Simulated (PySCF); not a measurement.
Bonds (- single, = double, # triple, : aromatic): C1=C2 1.337 Å, C2-O3 1.344 Å, O3-Si4 1.686 Å, Si4-C5 1.861 Å, Si4-O6 1.653 Å. C1 carries H7, H8; C2 carries H9; Si4 carries H10; C5 carries H11, H12, H13; O6 carries H14. Stereochemistry as in C=CO[Si@H](C)O. H8 is cis to O3; H7 is trans to O3.

Geometry: PBE0-D3(BJ)/def2-SVP; GIAO absolute shieldings from PySCF, gas phase, non-relativistic, averaged over equivalent atoms.

At PBE0/pcSseg-1 (149 basis functions, 19 s wall time on 1 thread of an Arm Neoverse N1, shared host):
| atoms | σ (ppm) |
| --- | --- |
| C2 | 27.6 |
| C1 | 89.5 |
| C5 | 185.9 |
| O3 | 184.8 |
| O6 | 284.6 |
| Si4 | 362.1 |
| H9 | 24.82 |
| H10 | 26.23 |
| H7 | 27.09 |
| H8 | 27.13 |
| H14 | 29.65 |
| H11/H12/H13 | 31.02 |

Predict the values at CAM-B3LYP/pcSseg-1 on the same geometry.

## Answers


```
      atoms  σ at CAM-B3LYP/pcSseg-1  change
         C2                     21.8    -5.8
         C1                     85.7    -3.8
         C5                    183.9    -2.0
         O3                    190.8    +6.0
         O6                    287.1    +2.5
        Si4                    355.7    -6.4
         H9                    24.89   +0.07
        H10                    26.42   +0.19
         H7                    27.18   +0.09
         H8                    27.20   +0.07
        H14                    29.64   -0.01
H11/H12/H13                    31.10   +0.08
```

The largest change is at Si4 (silicon bonded to C, 2 O, H). Cost: 149 basis functions, 26 s wall time on 1 thread of an Arm Neoverse N1, shared host. The order of the carbon signals is the same at both levels.
